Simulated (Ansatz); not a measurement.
Relaxation of (Cl2B-mu-SMe)2 (C₂H₆B₂Cl₄S₂) with RKS PBE-D4/def2-SVP.

```sh
$ ansatz run in.yaml --threads 2 --pin off --events-out ev --progress --plain --max-ram 22528MiB --backend cuda --devices 0, --max-vram 18GiB
```

```yaml
crystal:
  periodic: [false, false, false]
  atoms:
    - {symbol: B, position_ang: [0.701060, -0.046820, -1.533720]}
    - {symbol: Cl, position_ang: [2.298420, -0.149230, -0.760670]}
    - {symbol: Cl, position_ang: [0.690520, -0.044210, -3.309870]}
    - {symbol: S, position_ang: [-0.403410, 1.532930, -0.838330]}
    - {symbol: C, position_ang: [0.491170, 2.108920, 0.643270]}
    - {symbol: B, position_ang: [-1.679350, 0.105510, -0.120680]}
    - {symbol: Cl, position_ang: [-1.769150, 0.122180, 1.654520]}
    - {symbol: Cl, position_ang: [-3.230310, 0.189850, -0.982350]}
    - {symbol: S, position_ang: [-0.583610, -1.473610, -0.832880]}
    - {symbol: C, position_ang: [0.263360, -2.153270, 0.632340]}
    - {symbol: H, position_ang: [-0.246410, 2.392960, 1.385530]}
    - {symbol: H, position_ang: [1.137920, 1.323390, 1.020190]}
    - {symbol: H, position_ang: [1.077840, 2.968770, 0.338590]}
    - {symbol: H, position_ang: [-0.291310, -3.036410, 0.931650]}
    - {symbol: H, position_ang: [0.270070, -1.422120, 1.433750]}
    - {symbol: H, position_ang: [1.273200, -2.418840, 0.338670]}
basis:
  gaussian: {orbitals: def2-SVP}
hamiltonian: {xc: pbe, dispersion: d4}
scf: {lower_state_search: "off"}
output: {orbitals: {seedname: orbitals}}
relax: {f_tol: 0.03, max_steps: 70}
```

It took 21 s on 2 threads of AMD EPYC 7R13 on a shared host and a share (18 GiB) of an NVIDIA H100 80GB HBM3, peak host memory 0.87 GiB.

Positions (Å) and forces (eV/Å) at steps 1, 2, 3, 4, 5, 6, 7, 8, 9, 10, 11, 13 of 13:

```xyz
16
step=1 energy=-75233.1275 eV
B     0.701   -0.047   -1.534   -0.833    0.067    0.415
Cl    2.298   -0.149   -0.761    0.660   -0.042    0.296
Cl    0.691   -0.044   -3.310   -0.140    0.013   -0.527
S    -0.403    1.533   -0.838   -0.039   -0.371    0.029
C     0.491    2.109    0.643   -0.303   -0.183   -0.571
B    -1.679    0.106   -0.121    0.763   -0.060   -0.539
Cl   -1.769    0.122    1.655   -0.056    0.014    0.720
Cl   -3.230    0.190   -0.982   -0.389    0.020   -0.376
S    -0.584   -1.474   -0.833    0.046    0.367    0.002
C     0.263   -2.153    0.632   -0.346    0.180   -0.537
H    -0.246    2.393    1.386   -0.495    0.193    0.474
H     1.138    1.323    1.020    0.402   -0.465    0.255
H     1.078    2.969    0.339    0.411    0.564   -0.179
H    -0.291   -3.036    0.932   -0.354   -0.570    0.224
H     0.270   -1.422    1.434    0.029    0.443    0.515
H     1.273   -2.419    0.339    0.645   -0.169   -0.202
16
step=2 energy=-75233.2207 eV
B     0.692   -0.044   -1.511   -0.497    0.057    0.207
Cl    2.355   -0.147   -0.840    0.149   -0.013    0.171
Cl    0.536   -0.027   -3.298   -0.004   -0.009   -0.266
S    -0.387    1.531   -0.805    0.003   -0.228    0.074
C     0.496    2.171    0.658   -0.069   -0.219   -0.157
B    -1.656    0.101   -0.118    0.421   -0.032   -0.341
Cl   -1.866    0.128    1.666    0.077   -0.014    0.214
Cl   -3.145    0.179   -1.114   -0.228    0.013   -0.129
S    -0.563   -1.475   -0.801    0.064    0.222    0.044
C     0.273   -2.218    0.641   -0.101    0.221   -0.120
H    -0.262    2.502    1.384   -0.112    0.040    0.107
H     1.137    1.388    1.090    0.109   -0.081    0.089
H     1.106    3.022    0.320    0.097    0.121   -0.044
H    -0.323   -3.092    0.944   -0.085   -0.120    0.051
H     0.330   -1.490    1.464    0.026    0.074    0.147
H     1.279   -2.528    0.319    0.149   -0.033   -0.046
16
step=3 energy=-75233.2481 eV
B     0.656   -0.037   -1.518   -0.086    0.006    0.015
Cl    2.309   -0.140   -0.787    0.128   -0.009   -0.093
Cl    0.533   -0.027   -3.322    0.051    0.002    0.046
S    -0.397    1.519   -0.815    0.024    0.087    0.039
C     0.499    2.115    0.660   -0.003   -0.001    0.051
B    -1.644    0.097   -0.153    0.054   -0.031   -0.068
Cl   -1.798    0.108    1.651   -0.144    0.037    0.068
Cl   -3.165    0.177   -1.128    0.016    0.009    0.067
S    -0.567   -1.460   -0.815    0.021   -0.097    0.036
C     0.274   -2.160    0.646    0.045   -0.008    0.022
H    -0.260    2.444    1.398    0.060   -0.026   -0.072
H     1.138    1.316    1.084   -0.061    0.083   -0.043
H     1.122    2.972    0.336   -0.041   -0.074    0.017
H    -0.314   -3.043    0.967    0.034    0.077   -0.022
H     0.324   -1.416    1.466   -0.007   -0.079   -0.081
H     1.291   -2.465    0.330   -0.092    0.024    0.018
16
step=4 energy=-75233.2562 eV
B     0.658   -0.038   -1.519   -0.046    0.013   -0.002
Cl    2.330   -0.142   -0.827    0.015    0.001   -0.020
Cl    0.520   -0.026   -3.321    0.010    0.000    0.009
S    -0.394    1.519   -0.810    0.029    0.019    0.040
C     0.498    2.111    0.668    0.001   -0.024    0.006
B    -1.647    0.096   -0.152    0.021    0.004   -0.041
Cl   -1.843    0.122    1.650   -0.025   -0.013    0.002
Cl   -3.158    0.179   -1.139    0.002   -0.008    0.013
S    -0.563   -1.463   -0.810    0.018   -0.020    0.041
C     0.282   -2.159    0.650    0.005    0.026    0.008
H    -0.261    2.449    1.398    0.024   -0.013   -0.028
H     1.127    1.310    1.097   -0.019    0.032   -0.015
H     1.129    2.960    0.344   -0.012   -0.033    0.010
H    -0.311   -3.034    0.979    0.015    0.033   -0.004
H     0.342   -1.412    1.463   -0.004   -0.030   -0.026
H     1.293   -2.473    0.329   -0.035    0.013    0.007
16
step=5 energy=-75233.2570 eV
B     0.655   -0.034   -1.523   -0.039    0.007    0.012
Cl    2.331   -0.134   -0.840    0.016   -0.001   -0.013
Cl    0.508   -0.020   -3.324    0.005    0.001    0.014
S    -0.395    1.520   -0.805   -0.004    0.028   -0.009
C     0.497    2.105    0.674   -0.031   -0.113   -0.001
B    -1.649    0.093   -0.157    0.029    0.002   -0.029
Cl   -1.855    0.114    1.644   -0.020   -0.007    0.008
Cl   -3.155    0.174   -1.151    0.010   -0.007    0.011
S    -0.559   -1.464   -0.808   -0.008   -0.023   -0.012
C     0.288   -2.153    0.653    0.017    0.116   -0.022
H    -0.260    2.463    1.395   -0.006    0.001    0.000
H     1.098    1.288    1.112    0.023    0.030    0.021
H     1.151    2.934    0.353    0.025    0.014   -0.017
H    -0.314   -3.009    1.004   -0.027   -0.014    0.012
H     0.370   -1.389    1.447    0.007   -0.032    0.029
H     1.289   -2.488    0.326    0.004   -0.001   -0.005
16
step=6 energy=-75233.2604 eV
B     0.647   -0.030   -1.533    0.015    0.000   -0.007
Cl    2.337   -0.130   -0.877   -0.036    0.001   -0.002
Cl    0.481   -0.013   -3.332   -0.014   -0.001    0.012
S    -0.395    1.519   -0.800   -0.007    0.024   -0.005
C     0.502    2.077    0.686   -0.022   -0.077   -0.001
B    -1.654    0.091   -0.168   -0.014   -0.003    0.011
Cl   -1.891    0.109    1.632    0.015    0.000   -0.033
Cl   -3.150    0.167   -1.178    0.018    0.002   -0.007
S    -0.555   -1.463   -0.806    0.000   -0.020   -0.008
C     0.296   -2.125    0.664    0.012    0.079   -0.016
H    -0.252    2.444    1.405   -0.005    0.003    0.009
H     1.090    1.250    1.121    0.022    0.020    0.016
H     1.171    2.898    0.371    0.017    0.005   -0.006
H    -0.306   -2.975    1.032   -0.013   -0.006    0.012
H     0.383   -1.351    1.446    0.002   -0.023    0.026
H     1.295   -2.467    0.338    0.010   -0.004    0.000
16
step=7 energy=-75233.2662 eV
B     0.615   -0.022   -1.569    0.163   -0.015   -0.044
Cl    2.344   -0.120   -1.003   -0.154    0.013   -0.005
Cl    0.368    0.001   -3.361   -0.039   -0.002    0.068
S    -0.393    1.520   -0.783    0.019    0.002    0.012
C     0.518    1.980    0.730    0.048    0.015   -0.023
B    -1.671    0.085   -0.215   -0.117    0.026    0.124
Cl   -2.005    0.109    1.577    0.071   -0.020   -0.139
Cl   -3.121    0.160   -1.293    0.079   -0.010   -0.001
S    -0.542   -1.465   -0.795   -0.001   -0.001    0.017
C     0.331   -2.032    0.705   -0.046   -0.009    0.029
H    -0.227    2.364    1.450    0.012   -0.008    0.011
H     1.066    1.117    1.152   -0.019    0.037   -0.029
H     1.232    2.777    0.445   -0.050   -0.063    0.024
H    -0.266   -2.864    1.128    0.046    0.063   -0.026
H     0.426   -1.220    1.449   -0.017   -0.033   -0.031
H     1.326   -2.391    0.384    0.005    0.004    0.014
16
step=8 energy=-75233.2697 eV
B     0.608   -0.021   -1.578    0.105   -0.013   -0.032
Cl    2.343   -0.118   -1.035   -0.126    0.004   -0.005
Cl    0.329    0.003   -3.364   -0.023   -0.004    0.039
S    -0.389    1.522   -0.779    0.011   -0.029    0.016
C     0.529    1.953    0.738    0.012    0.030   -0.010
B    -1.675    0.086   -0.224   -0.080   -0.001    0.077
Cl   -2.032    0.103    1.560    0.057    0.007   -0.115
Cl   -3.105    0.156   -1.328    0.046    0.010    0.000
S    -0.540   -1.466   -0.791    0.012    0.028    0.023
C     0.332   -2.004    0.719   -0.013   -0.032    0.003
H    -0.211    2.319    1.471    0.008   -0.005    0.017
H     1.085    1.086    1.137   -0.009    0.012   -0.020
H     1.237    2.758    0.465   -0.023   -0.032    0.018
H    -0.250   -2.845    1.141    0.029    0.032   -0.008
H     0.402   -1.188    1.460   -0.015   -0.012   -0.019
H     1.337   -2.344    0.409    0.010    0.002    0.016
16
step=9 energy=-75233.2740 eV
B     0.594   -0.030   -1.598   -0.055   -0.003    0.021
Cl    2.330   -0.134   -1.093    0.022    0.000   -0.015
Cl    0.252   -0.011   -3.370    0.014    0.004    0.007
S    -0.376    1.524   -0.773    0.002   -0.038    0.004
C     0.550    1.906    0.752   -0.022    0.041    0.062
B    -1.685    0.095   -0.246    0.047    0.016   -0.034
Cl   -2.077    0.126    1.522   -0.022   -0.002    0.012
Cl   -3.074    0.174   -1.397    0.002   -0.008    0.015
S    -0.541   -1.468   -0.776    0.006    0.031    0.007
C     0.337   -1.960    0.746    0.064   -0.049    0.020
H    -0.189    2.200    1.524    0.067   -0.038   -0.073
H     1.152    1.042    1.089   -0.033    0.043   -0.030
H     1.218    2.754    0.512   -0.010   -0.023    0.027
H    -0.194   -2.845    1.146    0.035    0.031    0.003
H     0.327   -1.149    1.499   -0.010   -0.046   -0.053
H     1.376   -2.226    0.461   -0.107    0.039    0.026
16
step=10 energy=-75233.2756 eV
B     0.591   -0.034   -1.596   -0.035    0.004    0.002
Cl    2.330   -0.140   -1.102    0.030   -0.006    0.002
Cl    0.244   -0.013   -3.367    0.007   -0.005   -0.013
S    -0.370    1.525   -0.775    0.008   -0.027    0.019
C     0.557    1.908    0.749   -0.011    0.043    0.053
B    -1.681    0.100   -0.247    0.018   -0.002   -0.035
Cl   -2.081    0.133    1.519   -0.015    0.007    0.026
Cl   -3.066    0.175   -1.401   -0.018    0.007   -0.001
S    -0.544   -1.469   -0.772    0.009    0.022    0.021
C     0.330   -1.962    0.752    0.060   -0.048    0.018
H    -0.182    2.169    1.532    0.049   -0.025   -0.056
H     1.184    1.055    1.066   -0.025    0.024   -0.025
H     1.202    2.777    0.519   -0.019   -0.029    0.021
H    -0.180   -2.868    1.133    0.032    0.036   -0.008
H     0.288   -1.164    1.516   -0.009   -0.027   -0.043
H     1.378   -2.193    0.476   -0.080    0.024    0.020
16
step=11 energy=-75233.2771 eV
B     0.585   -0.043   -1.601   -0.008   -0.008   -0.018
Cl    2.331   -0.161   -1.126   -0.003    0.008    0.001
Cl    0.224   -0.028   -3.369    0.007    0.005    0.004
S    -0.360    1.522   -0.775    0.011    0.028    0.005
C     0.568    1.892    0.752    0.021    0.025    0.031
B    -1.685    0.111   -0.254   -0.007   -0.011   -0.005
Cl   -2.107    0.152    1.509    0.007    0.004   -0.001
Cl   -3.060    0.189   -1.421    0.005    0.004    0.007
S    -0.552   -1.466   -0.762    0.005   -0.027    0.010
C     0.330   -1.946    0.762    0.014   -0.037    0.045
H    -0.172    2.100    1.549    0.026   -0.010   -0.032
H     1.226    1.049    1.034   -0.022    0.026   -0.017
H     1.182    2.790    0.547   -0.030   -0.041    0.012
H    -0.137   -2.883    1.123    0.032    0.054   -0.019
H     0.237   -1.162    1.538   -0.003   -0.033   -0.036
H     1.391   -2.118    0.495   -0.056    0.012    0.012
16
step=13 energy=-75233.2780 eV
B     0.581   -0.048   -1.604    0.008   -0.004   -0.004
Cl    2.329   -0.170   -1.135   -0.002    0.002   -0.001
Cl    0.216   -0.036   -3.371   -0.001    0.002    0.004
S    -0.352    1.525   -0.778    0.000   -0.001   -0.006
C     0.578    1.889    0.750   -0.008   -0.012    0.011
B    -1.683    0.117   -0.257   -0.006   -0.003    0.007
Cl   -2.110    0.165    1.505    0.003    0.004   -0.003
Cl   -3.056    0.199   -1.426    0.005    0.001    0.001
S    -0.556   -1.469   -0.757   -0.007    0.002   -0.001
C     0.323   -1.944    0.771    0.016    0.009    0.003
H    -0.160    2.053    1.558    0.009   -0.001   -0.007
H     1.263    1.059    1.001   -0.003    0.009    0.000
H     1.161    2.809    0.562   -0.001    0.000    0.000
H    -0.106   -2.907    1.105    0.003    0.003   -0.002
H     0.179   -1.180    1.557    0.000   -0.012   -0.007
H     1.394   -2.060    0.519   -0.016    0.001    0.006
```
